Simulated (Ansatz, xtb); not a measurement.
Parents of the type HO-SiH2-X, proton removed and the species left after one step. Isolated molecules, 0 K electronic values unless said otherwise. One relaxed conformer stands for each flexible species; it need not be the lowest. The site is fixed along the series; a substituent can offer a better one. Strings in code marks are SMILES.

Quantity: gas-phase deprotonation enthalpy at 298 K, in eV. Enthalpy corrections at 298 K come from GFN2-xTB frequencies (xtb).

A: X = cyanomethyl, proton removed: `N#CC[SiH2][O-]`
B: X = borono, proton removed: `[O-][SiH2]B(O)O`
C: X = hydroxy, proton removed: `O[SiH2][O-]` (O–Si–O–H torsion 180°)
D: X = propynyl, proton removed: `CC#C[SiH2][O-]`
E: X = ethynyl, proton removed: `C#C[SiH2][O-]`

Problem. Put the candidates in order of gas-phase deprotonation enthalpy at 298 K, lowest first, for frozen-core CCSD(T)/def2-TZVPD // CAM-B3LYP-D3(BJ)/def2-TZVPD (Ansatz, a quantum-chemistry and plane-wave program).

Solution. A (14.87 eV), B (15.17 eV), E (15.20 eV), D (15.35 eV), C (15.45 eV)
